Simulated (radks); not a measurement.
Question: Ionisation of the lanthanum ion La3+, [Xe], to [Kr] 4d10 5s2 5p5 as the strength of local exchange is varied. Method: scalar-relativistic Kohn-Sham, Slater X-alpha exchange (alpha = 2/3 is LDA exchange), no correlation, spin-polarised, spherical densities, finite nucleus; Fermi nuclear charge, rms radius 4.855 fm; computed with a radial shooting solver on a logarithmic mesh with Libxc functionals.

| alpha | E(La3+) (hartree) | exchange (hartree) | IE (eV) | -e of the level emptied (eV) | <r> of it (bohr) |
|---|---|---|---|---|---|
| 0.637 | -8471.2833 | -181.9210 | 48.657 | 42.835 (5p) | 1.769 |
| 0.667 | -8479.8808 | -190.6648 | 49.209 | 43.382 (5p) | 1.762 |
| 0.865 | -8536.8239 | -248.7703 | 52.930 | 47.076 (5p) | 1.718 |
| 0.954 | -8562.5324 | -275.1128 | 54.645 | 48.783 (5p) | 1.699 |
| x | -8460.1184 | -170.5778 | 47.944 | 42.129 (5p) | 1.778 |

Which alpha was used in the last row?

Answer: alpha = 0.598. NIST Atomic Spectra Database: 50.0 eV (semi-empirical). The Delta-SCF value meets it near alpha = 0.71. Open shells are spherical and high-spin; term and fine-structure splittings are not resolved. Spin-orbit splitting is averaged out at the scalar-relativistic level.
